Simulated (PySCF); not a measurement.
**LiBe⁺, CCSD: how much the basis matters**

PySCF, RHF reference; singlet, unpaired electrons none; De to Li⁺ + Be without counterpoise correction. Frozen cores follow the default of each basis and core potential.

```tsv
basis	relativity	functions	Re (Å)	ωe (cm⁻¹)	De (eV)	frozen orbitals
def2-SVPD	no relativity	24	2.730	274	0.44	0
aug-pcseg-1	no relativity	26	2.680	276	0.43	0
aug-cc-pVDZ	no relativity	46	2.591	302	0.58	0
```

(1) How does each smaller set differ from the one with most functions, aug-cc-pVDZ?

Correlated steps freeze no core orbitals. Correlated levels converge slowly with the basis: in double zeta they bind strong bonds too weakly, by up to about 1 eV, and carry superposition errors of some tenths. For an ion De counts to the pair picked by the measured ionisation energies or electron affinities, which need not be the lowest pair at this level. The CCSD T1 diagnostic is raised in LiBe⁺, a sign that a single reference may not be enough there.

Results:

(1) def2-SVPD: +13.9 pm, -9.3 % in ωe, -0.14 eV in De; aug-pcseg-1: +8.9 pm, -8.6 % in ωe, -0.15 eV in De. All at CCSD; the set with most functions is neither the basis-set limit nor always the best.
